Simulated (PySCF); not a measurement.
Isomers of C6H8F2.

All values: PBE0/def2-SVPD (PySCF) at GFN2-xTB geometries, gas phase, one conformer each. Core orbitals are frozen in the response; Δα² is half the sum of the squared differences of the principal polarisabilities.

(1) Rank by polarisability anisotropy Δα, lowest first.
A. `[CH2:1]=[C:2]1[CH2:3][CH:4]([CH:5]([F:6])[F:7])[CH2:8]1` with C3–C4–C5–F6 171°
B. `[CH:1]#[C:2][C@@H:3]([F:4])[C@@H:5]([CH3:6])[CH2:7][F:8]` with C2–C3–C5–C6 -59°, C3–C5–C7–F8 61°
C. `[CH2:1]=[CH:2]/[CH:3]=[CH:4]\[CH2:5][CH:6]([F:7])[F:8]` with C1–C2–C3–C4 -179°, C3–C4–C5–C6 -113°, C4–C5–C6–F7 -65°
D. `[F:1][C@@H:2]1[CH2:3][C@@H:4]([F:5])[C@H:6]2[CH2:7][C@@H:8]12` with F1–C2–C3–C4 -95°, C2–C3–C4–F5 -143°, C3–C4–C6–C7 -51°, C4–C6–C7–C8 97°
E. `[CH2:1]=[CH:2][C:3](=[CH2:4])[C@@H:5]([F:6])[CH2:7][F:8]` with C1–C2–C3–C4 -179°, C2–C3–C5–F6 163°, C3–C5–C7–F8 143°

(2) Rank by HOMO energy, lowest first.
A. `[CH2:1]=[CH:2]/[CH:3]=[CH:4]\[CH2:5][CH:6]([F:7])[F:8]` with C1–C2–C3–C4 -179°, C3–C4–C5–C6 -113°, C4–C5–C6–F7 -65°
B. `[CH2:1]=[CH:2][C:3](=[CH2:4])[C@@H:5]([F:6])[CH2:7][F:8]` with C1–C2–C3–C4 -179°, C2–C3–C5–F6 163°, C3–C5–C7–F8 143°
C. `[F:1][C@@H:2]1[CH2:3][C@@H:4]([F:5])[C@H:6]2[CH2:7][C@@H:8]12` with F1–C2–C3–C4 -95°, C2–C3–C4–F5 -143°, C3–C4–C6–C7 -51°, C4–C6–C7–C8 97°
D. `[F:1][C@@H:2]1[C@@H:3]2[CH2:4][CH2:5][C@H:6]([F:7])[C@H:8]12` with F1–C2–C3–C4 -15°, C2–C3–C4–C5 -50°, C3–C4–C5–C6 -25°, C4–C5–C6–F7 148°
E. `[CH:1]#[C:2][C@@H:3]([F:4])[C@@H:5]([CH3:6])[CH2:7][F:8]` with C2–C3–C5–C6 -59°, C3–C5–C7–F8 61°
F. `[CH2:1]=[C:2]1[CH2:3][CH:4]([CH:5]([F:6])[F:7])[CH2:8]1` with C3–C4–C5–F6 171°

Results:

(1) D (1.09 Å³), B (2.56 Å³), A (4.15 Å³), E (5.94 Å³), C (8.79 Å³).

(2) C (-8.54 eV), E (-8.28 eV), D (-8.11 eV), F (-7.45 eV), B (-7.25 eV), A (-6.98 eV).

All values together:

```json
{"SMILES": "F[C@@H]1[C@@H]2C[C@@H]2C[C@H]1F", "μ (D)": "2.71", "HOMO (eV)": "-8.49", "LUMO (eV)": "0.69", "α (Å³)": "9.65", "Δα (Å³)": "1.28"}
{"SMILES": "C#C[C@@H](F)[C@@H](C)CF", "μ (D)": "2.13", "HOMO (eV)": "-8.28", "LUMO (eV)": "0.04", "α (Å³)": "10.44", "Δα (Å³)": "2.56"}
{"SMILES": "C=CC(=C)[C@@H](F)CF", "μ (D)": "2.37", "HOMO (eV)": "-7.25", "LUMO (eV)": "-1.26", "α (Å³)": "11.34", "Δα (Å³)": "5.94"}
{"SMILES": "F[C@@H]1C[C@@H](F)[C@H]2C[C@H]21", "μ (D)": "1.32", "HOMO (eV)": "-8.54", "LUMO (eV)": "0.76", "α (Å³)": "9.68", "Δα (Å³)": "1.09"}
{"SMILES": "C=C/C=C\\CC(F)F", "μ (D)": "2.31", "HOMO (eV)": "-6.98", "LUMO (eV)": "-1.14", "α (Å³)": "11.98", "Δα (Å³)": "8.79"}
{"SMILES": "F[C@@H]1[C@@H]2CC[C@H](F)[C@H]12", "μ (D)": "3.18", "HOMO (eV)": "-8.11", "LUMO (eV)": "0.47", "α (Å³)": "9.66", "Δα (Å³)": "1.00"}
{"SMILES": "C#C[C@@H](F)[C@H](C)CF", "μ (D)": "2.04", "HOMO (eV)": "-8.23", "LUMO (eV)": "0.03", "α (Å³)": "10.55", "Δα (Å³)": "4.09"}
{"SMILES": "C=C1CC(C(F)F)C1", "μ (D)": "2.13", "HOMO (eV)": "-7.45", "LUMO (eV)": "-0.17", "α (Å³)": "10.53", "Δα (Å³)": "4.15"}
```

Conformers: `[F:1][C@@H:2]1[C@@H:3]2[CH2:4][C@@H:5]2[CH2:6][C@H:7]1[F:8]` with F1–C2–C3–C4 -65°, C2–C3–C4–C5 -97°, C3–C4–C5–C6 98°, C4–C5–C6–C7 -53°; `[CH:1]#[C:2][C@@H:3]([F:4])[C@@H:5]([CH3:6])[CH2:7][F:8]` with C2–C3–C5–C6 -59°, C3–C5–C7–F8 61°; `[CH2:1]=[CH:2][C:3](=[CH2:4])[C@@H:5]([F:6])[CH2:7][F:8]` with C1–C2–C3–C4 -179°, C2–C3–C5–F6 163°, C3–C5–C7–F8 143°; `[F:1][C@@H:2]1[CH2:3][C@@H:4]([F:5])[C@H:6]2[CH2:7][C@@H:8]12` with F1–C2–C3–C4 -95°, C2–C3–C4–F5 -143°, C3–C4–C6–C7 -51°, C4–C6–C7–C8 97°; `[CH2:1]=[CH:2]/[CH:3]=[CH:4]\[CH2:5][CH:6]([F:7])[F:8]` with C1–C2–C3–C4 -179°, C3–C4–C5–C6 -113°, C4–C5–C6–F7 -65°; `[F:1][C@@H:2]1[C@@H:3]2[CH2:4][CH2:5][C@H:6]([F:7])[C@H:8]12` with F1–C2–C3–C4 -15°, C2–C3–C4–C5 -50°, C3–C4–C5–C6 -25°, C4–C5–C6–F7 148°; `[CH:1]#[C:2][C@@H:3]([F:4])[C@H:5]([CH3:6])[CH2:7][F:8]` with C2–C3–C5–C6 -65°, C3–C5–C7–F8 -67°; `[CH2:1]=[C:2]1[CH2:3][CH:4]([CH:5]([F:6])[F:7])[CH2:8]1` with C3–C4–C5–F6 171°.
